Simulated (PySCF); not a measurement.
Mapped SMILES: `[CH3:1][CH2:2][CH2:3][O:4][CH:5]([CH3:6])[CH3:7]`. Hydrogens are named by the atom that carries them.

PySCF 2.14 calculation with PBE0/pcSseg-1 with gauge-including orbitals and GFN2-xTB geometry; single conformer, relativity neglected, no solvent model, fast rotation and ring inversion assumed for equivalent nuclei.

Referencing at the same level of theory: $^{13}$C (186.93 ppm), $^{1}$H (31.72 ppm) vs TMS; $^{17}$O (336.08 ppm) vs H2O.

```tsv
atoms	nucleus	count	δ (ppm)
H(C6)/H(C7)	$^{1}$H	6	1.18
C3	$^{13}$C	1	76.0
C1	$^{13}$C	1	?
H(C3)	$^{1}$H	2	3.44
C6/C7	$^{13}$C	2	24.0
C5	$^{13}$C	1	?
H(C1)	$^{1}$H	3	0.94
O4	$^{17}$O	1	?
C2	$^{13}$C	1	28.3
H(C2)	$^{1}$H	2	1.70
H(C5)	$^{1}$H	1	3.57
```

Question: Fill in the missing shifts.

Answer: 
- C5: 76.8 ppm, sp3 CH bonded to O; the inductive effect lowers its shielding
- C1: 11.7 ppm, methyl carbon; saturated and bonded to C and H only
- O4: 77.9 ppm, ether oxygen

Shifts are as computed. Against solution values, carbons near 30 ppm lie about +3 ppm off and those near 130 ppm about +5 ppm. Of 1211 compounds with measured shifts, 218 miss one by over three times the rms of a fit or turn the order of signals round; such compounds aren't used in these exercises. Experimental scales use liquid or dissolved standards, which lie at an offset from isolated H2O (liquid H2O: subtract about 36 ppm).
